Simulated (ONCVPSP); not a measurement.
# What one change does to a pseudopotential (iridium (Ir), ONCV)

Ir (Z = 77), optimised norm-conserving Vanderbilt (ONCV), made with ONCVPSP 4.0.1 (PBE, non-relativistic). Core [Kr] 4d10 4f14, reference 5s2 5p6 5d7 6s2. Waves: 5s+6s: rc 2.00 bohr, ncon 5, nbas 8, qcut 5.1 1/bohr, 2 projectors; 5p: rc 1.90 bohr, ncon 4, nbas 7, qcut 9.2 1/bohr, 2 projectors, debl 2.8 Ha; 5d: rc 2.20 bohr, ncon 4, nbas 9, qcut 5.7 1/bohr, 2 projectors, debl 0.5 Ha. Local part: polynomial inside 1.90 bohr (lpopt 5, dvloc0 1 Ha). Core correction: Teter function fitted to the true core (icmod 2), fcfact 0.75.

Change: p: ncon 3, nbas 6.

Cutoffs: the cutoffs (Ha) at which the residual kinetic energy of the hardest occupied pseudo-wave falls to 1 and 0.1 mHa per electron; they do not see the model core or the augmentation charge, which bear on the density cutoff. Errors are all-electron minus pseudo energies relative to the spin-unpolarised reference configuration.

**Question.** Predict the effect on cutoff, ghosts and configuration errors.

**Answer.** The potential gets softer (22 Ha and 38 Ha → 14 Ha and 38 Ha); the bound ghost in p disappears; of the 4 tests that both files solve, the error grows in 2 and shrinks in 0 by more than 15 % and 0.3 meV (median size 3.9 → 3.6 meV).

```csv
quantity,base,changed
"cutoff, loose",22 Ha,14 Ha
"cutoff, tight",38 Ha,38 Ha
loose cutoff by channel,"s 13 Ha, p 22 Ha, d 14 Ha","s 13 Ha, p 14 Ha, d 14 Ha"
bound ghosts,p,none
GHOST(+) flags under 300 eV,none,none
"error for 5s2 5p6 5d7 6s1, meV [ΔE 8.25 eV]",-0.9,-0.8
"error for 5s2 5p6 5d7 6s0, meV [ΔE 23.34 eV]",-6.8,-6.5
"error for 5s2 5p6 5d6 6s0, meV [ΔE 54.73 eV]",0.0,+0.4
"error for 5s2 5p6 5d6 6s2 6p1, meV [ΔE 8.94 eV]",+7.9,+9.9
s: phases at 2.03 bohr within 0.05 rad from the reference energy up to (Ha; the scan ends near 5),to the end of the scan,to the end of the scan
p: phases at 1.93 bohr within 0.05 rad from the reference energy up to (Ha; the scan ends near 5),to the end of the scan,to the end of the scan
d: phases at 2.23 bohr within 0.05 rad from the reference energy up to (Ha; the scan ends near 5),to the end of the scan,to the end of the scan
"rms error of d²Exc/dni dnj with the model core, mHa",1.76,1.76
```

 A true bound ghost makes a file unfit for plane-wave use even where its test errors are small: the radial tests pick states by their node count and pass the ghost by.
